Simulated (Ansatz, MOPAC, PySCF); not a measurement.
System: CHF (charge 0, singlet). SMILES: [CH]F
Geometry: optimised at B3LYP-D3(BJ)/def2-TZVP (Ansatz, a first-principles code).

Quantity: size of the dipole moment, in D. Conventions: spin-orbit terms left out; 6-311+G** with 5d; 6-31G* and kin with 6d, 5d where marked; non-relativistic; dispersion terms only where a functional's name holds one; LANL2DZ all-electron up to Ne. Ab initio and DFT rows: single points at B3LYP-D3(BJ) geometries (Ansatz). Semi-empirical rows: dipoles at the shared geometry.

```
level               program  size of the dipole moment (D)
------------------  -------  -----------------------------
MNDO                  MOPAC                           1.09
PBE/3-21G            Ansatz                           1.50
PBE/LANL2DZ          Ansatz                           1.77
PBE/6-31G*           Ansatz                           1.37
PBE/def2-SVP         Ansatz                           1.51
PBE/6-311+G**        Ansatz                           1.62
BLYP/6-31G*          Ansatz                           1.34
B3LYP/STO-3G         Ansatz                           1.43
B3LYP/6-31G          Ansatz                           1.54
B3LYP/6-31G*         Ansatz                           1.35
B3LYP/6-31G**        Ansatz                           1.34
B3LYP/6-311+G**      Ansatz                           1.61
M06-2X/6-31G* (5d)    PySCF                           1.35
```

No value to compare with is used here. The 13 habitual levels span 1.09 (MNDO) to 1.77 D (PBE/LANL2DZ).

The levels are drawn from those run, B3LYP/6-31G* more often than the rest, none by its result; left out are runs that failed, that the program found above a lower state of the same kind, or whose <S^2> lies over 0.5 above the pure value.
